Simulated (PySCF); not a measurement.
Si(H)2(PH2)2 (H₆P₂Si), SMILES P[SiH2]P. Heavy atoms are numbered as in [SiH2:1]([PH2:2])[PH2:3]. Hydrogens are named by the atom that carries them.

Geometry: PBE0-D3(BJ)/def2-SVP. One conformer was computed; it need not be the lowest.

Level of theory: PySCF with PBE0/pcSseg-1.

GIAO shieldings, no solvent; atoms alike by connectivity are averaged. δ = σ(ref) − σ: ²⁹Si against TMS (σ = 352.7 ppm); ³¹P against PH3 (σ = 586.6 ppm); ¹H against TMS (σ = 31.56 ppm), references at their B3LYP-D3(BJ)/def2-TZVP geometries, non-relativistic.

| nucleus | atoms | count | δ (ppm) |
|---|---|---|---|
| ²⁹Si | Si1 (SiH2) | 1 | -47.3 |
| ³¹P | P2 (PH2) | 2 | 39.2 |
| ¹H | H on Si1 | 2 | 4.64 |
| ¹H | H on P2 | 4 | 2.04 |
